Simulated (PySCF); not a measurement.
CH4SSe, SMILES C[Se]S.

Geometry optimised at PBE0-D3(BJ)/def2-SVP. One conformer was computed; it need not be the lowest.

Calculation: PySCF with PBE0-D3(BJ)/def2-SVP.

Frequencies are harmonic and unscaled.

| mode | ν (cm⁻¹) | IR (km/mol) | Raman (Å⁴/amu) | depolarisation | moving atoms (share of kinetic energy) |
|---|---|---|---|---|---|
| 1 | 141 | 0.2 | 0.0 | – | H 97 % |
| 2 | 196 | 0.3 | 4.9 | 0.67 | C 38 %, H 24 %, S 23 %, Se 16 % |
| 3 | 310 | 19.8 | 9.8 | 0.75 | H 93 % |
| 4 | 408 | 3.0 | 11.7 | 0.29 | S 71 %, Se 28 % |
| 5 | 606 | 2.8 | 18.6 | 0.26 | C 69 %, H 15 %, Se 15 % |
| 6 | 833 | 3.0 | 23.0 | 0.59 | H 97 % |
| 7 | 904 | 10.7 | 3.6 | 0.63 | H 80 %, C 18 % |
| 8 | 911 | 5.6 | 3.6 | 0.72 | H 85 %, C 14 % |
| 9 | 1289 | 2.9 | 0.6 | 0.55 | H 85 %, C 15 % |
| 10 | 1424 | 10.6 | 16.6 | 0.75 | H 95 % |
| 11 | 1444 | 10.6 | 12.5 | 0.74 | H 95 % |
| 12 | 2671 | 3.1 | 168.9 | 0.27 | H 97 % |
| 13 | 3068 | 9.6 | 153.7 | 0.02 | H 98 % |
| 14 | 3187 | 1.3 | 92.3 | 0.75 | H 90 %, C 10 % |
| 15 | 3207 | 0.8 | 60.4 | 0.75 | H 90 %, C 10 % |
